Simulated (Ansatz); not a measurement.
`[CH3][Al]1[BH][O]1`, relaxed with RKS PBE0-D4/def2-TZVP in Ansatz from a PBE-D4/def2-SVP geometry. The force threshold is 0.005 eV/Å; the program also tests the step.

Charge 0, multiplicity 1.

Start:

```xyz
8

C     0.478   -1.416    0.586
Al   -0.499    0.264    0.316
B    -0.851    2.016   -0.656
O     0.146    1.290   -1.144
H     0.104   -2.016    1.439
H     0.412   -2.033   -0.335
H     1.552   -1.192    0.758
H    -1.343    3.087   -0.964
```

```
step  energy (eV)  largest force (eV/Å)  largest move (Å)
   1  -10417.1895                 0.698             0.000
   2  -10417.2233                 0.403             0.024
   3  -10417.2388                 0.191             0.029
   4  -10417.2420                 0.185             0.021
   5  -10417.2458                 0.063             0.052
   6  -10417.2459                 0.035             0.012
   7  -10417.2461                 0.005             0.006
   8  -10417.2461                 0.004             0.001
```

End:

```xyz
8

C     0.485   -1.417    0.580
Al   -0.411    0.269    0.221
B    -0.877    2.013   -0.629
O     0.134    1.324   -1.153
H     0.063   -1.953    1.433
H     0.420   -2.064   -0.300
H     1.546   -1.237    0.777
H    -1.361    3.065   -0.930
```

It took 26 s on 2 threads of an Arm Neoverse V1 on a shared host, with 0.29 GiB of host memory at the peak.
